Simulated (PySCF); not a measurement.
## C$_{6}$H$_{9}$B$_{2}$N: full NMR table

```
Formula                               : C6H9B2N
SMILES                                : BN(B)c1ccccc1
InChI                                 : InChI=1S/C6H9B2N/c7-9(8)6-4-2-1-3-5-6/h1-5H,7-8H2
Point group of the computed structure : C2
Carbon signals                        : 4
Proton signals                        : 4
```

Structure with atom numbers: `[BH2:1][N:2]([BH2:3])[c:4]1[cH:5][cH:6][cH:7][cH:8][cH:9]1`; H(Xn) means a hydrogen on atom n.

[PySCF: shieldings: GIAO PBE0/pcSseg-1; structure optimised with PBE0-D3(BJ)/def2-SVP; one averaged value for each set of equivalent atoms; in vacuum; relativity neglected; single conformer]

References, each an isolated molecule treated in the same way: ¹H (31.27 ppm), ¹³C (184.41 ppm) against TMS; BF3·OEt2 for ¹¹B (100.73 ppm); ¹⁵N (265.67 ppm) against NH3.

| carbon | δC, type | δH (multiplicity) | HMBC from (2–3 bonds) | span of the C tensor (ppm) |
| --- | --- | --- | --- | --- |
| C4 | 158.2, C | – | H(C6)/H(C8), H(C5)/H(C9), H(B1)/H(B3) | 205 |
| C5/C9 | 130.3, CH | 7.24 (d) | H(C6)/H(C8), H(C7), H(C5)/H(C9) | 201 |
| C6/C8 | 134.2, CH | 7.47 (m) | H(C6)/H(C8), H(C7), H(C5)/H(C9) | 233 |
| C7 | 131.2, CH | 7.36 (m) | H(C6)/H(C8), H(C5)/H(C9) | 235 |

Other nuclei:
```csv
atoms,nucleus,environment,δ (ppm),σ (ppm)
H(B1)/H(B3),¹H,hydrogen on a boron bonded to N,5.86,25.40
B1/B3,¹¹B,"boron bonded to N, 2 H",56.8,44.0
N2,¹⁵N,aniline-type nitrogen,238.1,27.6
```

1. δC 158.2: aromatic carbon bearing nitrogen; the electronegative substituent deshields the carbon that carries it.
2. δC 134.2, 131.2, 130.3: aromatic CH; the aromatic region.
3. δH 7.47, 7.36, 7.24: hydrogen on an aromatic CH; it sits in the deshielding region of the aromatic ring current.
4. δH 5.86: hydrogen on a boron bonded to N.

Hydrogens on boron are broadened and split by ¹¹B (spin 3/2, 80 %) and 10B (spin 3). Shifts are as computed. Against solution values, carbons near 30 ppm lie about +2 ppm off and those near 130 ppm about +5 ppm. Of 1211 compounds with measured shifts, 218 miss one by over three times the rms of a fit or turn the order of signals round; such compounds aren't used in these exercises. Experimental scales use liquid or dissolved standards, which lie at an offset from isolated NH3 (liquid NH3: subtract about 20 ppm). Unscaled 15N shifts of sp2 nitrogen come out 20 to 40 ppm too high even then. Multiplicities follow the n + 1 count of equivalent neighbours, as no J values were calculated; m marks all less simple cases, F and P coupling included.
